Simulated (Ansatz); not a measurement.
# Molecular dynamics of CH7BFNOSi

input.yaml

```yaml
crystal:
  periodic: [false, false, false]
  atoms:
    - { symbol: B, position_ang: [-1.089955, -1.884919, -0.271021] }
    - { symbol: C, position_ang: [-0.948438, -0.309, -0.314567] }
    - { symbol: F, position_ang: [-0.938093, 0.340914, -1.681308] }
    - { symbol: Si, position_ang: [0.291955, 1.0338, 0.311302] }
    - { symbol: "N", position_ang: [1.518638, -0.163028, 0.80312] }
    - { symbol: O, position_ang: [0.602704, 2.288169, -0.849372] }
    - { symbol: H, position_ang: [-1.017028, -2.195802, 0.811595] }
    - { symbol: H, position_ang: [-1.835935, -2.439809, -0.927639] }
    - { symbol: H, position_ang: [-1.918301, -0.067714, 0.189115] }
    - { symbol: H, position_ang: [0.087987, 1.991317, 1.283277] }
    - { symbol: H, position_ang: [1.823863, -0.127774, 1.783041] }
    - { symbol: H, position_ang: [2.290799, 0.33732, 0.278955] }
    - { symbol: H, position_ang: [0.702661, 1.889115, -1.849506] }
magnetization:
  spin_polarized: true
basis:
  gaussian: { orbitals: STO-3G }
hamiltonian:
  xc: pbe0
  dispersion: d4
md:
  timestep: 0.5
  n_steps: 198
  ensemble: nvt_langevin
  temperature: 400.0
  initial_velocities: maxwell_boltzmann
  seed: 947849
  friction: 0.02
  temperature_schedule:
    - { n_steps: 49, end_temperature: 400.0 }
    - { n_steps: 148, end_temperature: 100.0 }
```

Command:

```bash
$ ansatz run input.yaml --threads 1 --pin off --max-ram 2048MiB --backend cpu --events-out ev --progress --plain --runs-dir out
```

It goes on from the last frame of an earlier run, with new velocities.

Output, in part (step lines, the closing report, with atoms numbered from 0):

```
md step     0: t =     0.00 fs  T =   369.2 K (target 400.0 K)  F+E_penalty+E_count = -15745.01159714 eV  E_kin = 0.620448 eV  (26 SCF iters)
[... lines left out ...]
Total energy: -15747.14013019 eV, -578.6967259896 hartree
Atom 0 at    -0.631219    -0.981901    -0.020894 Å, force    -1.428224     1.404646     1.445909 eV/Å
Atom 1 at    -1.441371     0.088727    -0.614783 Å, force    -0.832697    -0.670257    -0.091358 eV/Å
Atom 2 at    -1.413226     0.476984    -1.936391 Å, force     0.486782     0.217637    -0.546028 eV/Å
Atom 3 at     0.388829     0.993865     0.224250 Å, force    -0.677844     0.673247    -1.665990 eV/Å
Atom 4 at     1.894717     0.506361     0.883466 Å, force    -0.017459     0.987393    -0.350055 eV/Å
Atom 5 at     0.703082     1.818240    -1.247953 Å, force     0.550260     0.192363     0.871341 eV/Å
Atom 6 at    -0.770239    -1.227078     1.114798 Å, force    -0.108407    -0.165987    -0.203415 eV/Å
Atom 7 at     0.128262    -1.444083    -0.656830 Å, force     1.923366    -1.559939    -1.482213 eV/Å
Atom 8 at    -2.369788     0.499851    -0.176204 Å, force     0.245886     0.389307     0.648160 eV/Å
Atom 9 at    -0.214670     1.655266     1.333287 Å, force    -0.325795     0.552481     0.323775 eV/Å
Atom 10 at     1.698724    -0.106250     1.669327 Å, force     0.513658    -0.927932     1.056791 eV/Å
Atom 11 at     2.625026     0.115809     0.275270 Å, force     0.152447    -0.528968    -0.283067 eV/Å
Atom 12 at    -0.071220     1.616826    -1.873956 Å, force    -0.481972    -0.563990     0.276151 eV/Å
Dipole moment:    -0.078311     0.023688     0.048411 e Å
```

The steps, from the saved trajectory:

```
time (fs)  T (K)  potential energy less start (eV)
      0.0    369                             0.000
      3.0    691                            -0.537
      6.0    860                            -0.965
      9.0   1110                            -1.353
     12.0   1052                            -1.236
     15.0    799                            -0.973
     18.0    890                            -1.170
     21.0   1134                            -1.670
     24.0   1202                            -1.944
     27.0   1014                            -1.911
     30.0    771                            -1.803
     33.0    671                            -1.644
     36.0    737                            -1.866
     39.0    700                            -1.831
     42.0    642                            -1.839
     45.0    757                            -2.018
     48.0    805                            -2.010
     51.0    750                            -2.012
     54.0    733                            -2.047
     57.0    472                            -1.709
     60.0    477                            -1.752
     63.0    566                            -1.954
     66.0    455                            -1.946
     69.0    460                            -1.912
     72.0    403                            -1.797
     75.0    364                            -1.797
     78.0    521                            -2.058
     81.0    462                            -2.127
     84.0    352                            -2.031
     87.0    340                            -2.084
     90.0    432                            -2.327
     93.0    300                            -2.156
     96.0    338                            -2.217
     99.0    266                            -2.129
```

The run went to its last step. The schedule's set-point averaged 198 K over the second half and the system 455 K, so it lags behind the ramp. A run of 0.099 ps of so small a system gives no equilibrium averages. Limits of this set-up: minimal basis.

Joined: B1–Si4 3.28 → 2.24 Å. Pairs count as bonded within 1.25 times the sum of covalent radii (0.12 Å more for H–H).

Last frame:

```xyz
13
Properties=species:S:1:pos:R:3
B -0.631 -0.982 -0.021
C -1.441 0.089 -0.615
F -1.413 0.477 -1.936
Si 0.389 0.994 0.224
N 1.895 0.506 0.883
O 0.703 1.818 -1.248
H -0.770 -1.227 1.115
H 0.128 -1.444 -0.657
H -2.370 0.500 -0.176
H -0.215 1.655 1.333
H 1.699 -0.106 1.669
H 2.625 0.116 0.275
H -0.071 1.617 -1.874
```

Time of the run: 9.4 min on 1 thread of Intel(R) Xeon(R) 6975P-C (Granite Rapids) (shared host), peak memory 0.2 GiB.
